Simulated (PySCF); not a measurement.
## Fractional electron number in S²⁺ (sulfur, charge +2)

The 3p alpha orbital of [Ne] 3s2 3p2 is emptied in steps (occupation f), with all orbitals relaxed, ending at [Ne] 3s2 3p1. Calculation: PySCF 2.14, in x2c-TZVPall; scalar relativity by spin-free X2C-1e. The exact energy is a straight line in f; departures are measured from the line between the end points of the same method.

```json
{"f": "1", "UHF (eV)": "0.000", "LDA (eV)": "0.000", "PBE (eV)": "0.000", "PBE0 (eV)": "0.000", "r2SCAN (eV)": "0.000", "LC-wPBE (eV)": "0.000", "BHandHLYP (eV)": "0.000", "wB97X (eV)": "0.000", "r2SCAN0 (eV)": "0.000", "BLYP (eV)": "0.000"}
{"f": "0.9", "UHF (eV)": "0.050", "LDA (eV)": "-0.543", "PBE (eV)": "-0.529", "PBE0 (eV)": "-0.387", "r2SCAN (eV)": "-0.498", "LC-wPBE (eV)": "-0.122", "BHandHLYP (eV)": "-0.249", "wB97X (eV)": "-0.154", "r2SCAN0 (eV)": "-0.364", "BLYP (eV)": "-0.536"}
{"f": "0.7", "UHF (eV)": "0.116", "LDA (eV)": "-1.268", "PBE (eV)": "-1.234", "PBE0 (eV)": "-0.899", "r2SCAN (eV)": "-1.152", "LC-wPBE (eV)": "-0.281", "BHandHLYP (eV)": "-0.580", "wB97X (eV)": "-0.353", "r2SCAN0 (eV)": "-0.842", "BLYP (eV)": "-1.250"}
{"f": "0.5", "UHF (eV)": "0.136", "LDA (eV)": "-1.511", "PBE (eV)": "-1.464", "PBE0 (eV)": "-1.065", "r2SCAN (eV)": "-1.357", "LC-wPBE (eV)": "-0.328", "BHandHLYP (eV)": "-0.688", "wB97X (eV)": "-0.412", "r2SCAN0 (eV)": "-0.990", "BLYP (eV)": "-1.485"}
{"f": "0.3", "UHF (eV)": "0.113", "LDA (eV)": "-1.268", "PBE (eV)": "-1.224", "PBE0 (eV)": "-0.888", "r2SCAN (eV)": "-1.122", "LC-wPBE (eV)": "-0.268", "BHandHLYP (eV)": "-0.575", "wB97X (eV)": "-0.338", "r2SCAN0 (eV)": "-0.817", "BLYP (eV)": "-1.243"}
{"f": "0.1", "UHF (eV)": "0.048", "LDA (eV)": "-0.542", "PBE (eV)": "-0.521", "PBE0 (eV)": "-0.377", "r2SCAN (eV)": "-0.470", "LC-wPBE (eV)": "-0.111", "BHandHLYP (eV)": "-0.245", "wB97X (eV)": "-0.141", "r2SCAN0 (eV)": "-0.342", "BLYP (eV)": "-0.529"}
{"f": "0", "UHF (eV)": "0.000", "LDA (eV)": "0.000", "PBE (eV)": "0.000", "PBE0 (eV)": "0.000", "r2SCAN (eV)": "0.000", "LC-wPBE (eV)": "0.000", "BHandHLYP (eV)": "0.000", "wB97X (eV)": "0.000", "r2SCAN0 (eV)": "0.000", "BLYP (eV)": "0.000"}
```

```tsv
method	E(f=0) − E(f=1) (eV)	−ε at f=1 (eV)	−ε at f=0.5 (eV)
UHF	34.139	34.702	34.131
LDA	34.866	28.842	34.866
PBE	34.827	28.943	34.855
PBE0	34.864	30.564	34.896
r2SCAN	35.007	29.461	35.096
LC-wPBE	35.010	33.642	35.048
BHandHLYP	34.692	31.918	34.708
wB97X	34.724	33.008	34.771
r2SCAN0	34.980	30.920	35.052
BLYP	34.634	28.680	34.654
```

Orbital energy along the path (eV):

| f | UHF | LDA | PBE | PBE0 | r2SCAN | LC-wPBE | BHandHLYP | wB97X | r2SCAN0 | BLYP |
| --- | --- | --- | --- | --- | --- | --- | --- | --- | --- | --- |
| 1 | -34.702 | -28.842 | -28.943 | -30.564 | -29.461 | -33.642 | -31.918 | -33.008 | -30.920 | -28.680 |
| 0.9 | -34.583 | -30.036 | -30.123 | -31.433 | -30.599 | -33.929 | -32.478 | -33.369 | -31.758 | -29.870 |
| 0.7 | -34.353 | -32.443 | -32.490 | -33.170 | -32.864 | -34.498 | -33.596 | -34.083 | -33.421 | -32.261 |
| 0.5 | -34.131 | -34.866 | -34.855 | -34.896 | -35.096 | -35.048 | -34.708 | -34.771 | -35.052 | -34.654 |
| 0.3 | -33.917 | -37.290 | -37.196 | -36.593 | -37.250 | -35.563 | -35.805 | -35.410 | -36.620 | -37.030 |
| 0.1 | -33.711 | -39.697 | -39.479 | -38.237 | -39.244 | -36.017 | -36.876 | -35.995 | -38.066 | -39.358 |
| 0 | -33.610 | -40.883 | -40.583 | -39.026 | -40.161 | -36.210 | -37.400 | -36.285 | -38.731 | -40.490 |

Reference removal energy between the ground levels: 34.86 ± 0.04 eV (semi-empirical (NIST evaluation); NIST Atomic Spectra Database, ionization energies). The calculation has no spin-orbit coupling. UHF lacks correlation.
